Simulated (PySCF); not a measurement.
Mapped SMILES: `[O:1]=[C:2]([Cl:3])[c:4]1[cH:5][cH:6][cH:7][cH:8][cH:9]1`; H(Xn) means a hydrogen on atom n.

GIAO PBE0/pcSseg-1 shifts (PySCF, gas phase, non-relativistic, equivalent atoms averaged), each against references optimised in the same way as the molecule (H2O, TMS, HCl).

On the GFN2-xTB geometry: O1 563.8, C2 176.8, C7 141.9, C5/C9 139.7, C4 136.1, C6/C8 134.2, Cl3 405, H(C5)/H(C9) 8.65, H(C7) 7.96, H(C6)/H(C8) 7.82 ppm.

What changes on the GFN2-xTB geometry?

Results:


```json
{"atoms": "O1", "δ (ppm)": "563.8", "change": "+0.0"}
{"atoms": "C2", "δ (ppm)": "176.8", "change": "+0.0"}
{"atoms": "C7", "δ (ppm)": "141.9", "change": "+0.0"}
{"atoms": "C5/C9", "δ (ppm)": "139.7", "change": "+0.0"}
{"atoms": "C4", "δ (ppm)": "136.1", "change": "+0.0"}
{"atoms": "C6/C8", "δ (ppm)": "134.2", "change": "+0.0"}
{"atoms": "Cl3", "δ (ppm)": "405", "change": "+0"}
{"atoms": "H(C5)/H(C9)", "δ (ppm)": "8.65", "change": "+0.00"}
{"atoms": "H(C7)", "δ (ppm)": "7.96", "change": "+0.00"}
{"atoms": "H(C6)/H(C8)", "δ (ppm)": "7.82", "change": "+0.00"}
```

Bonds between heavy atoms that differ most (equivalent bonds averaged): O1–C2 1.190 → 1.190 Å. Mean change of bonds to hydrogen: C–H +0.000 Å.
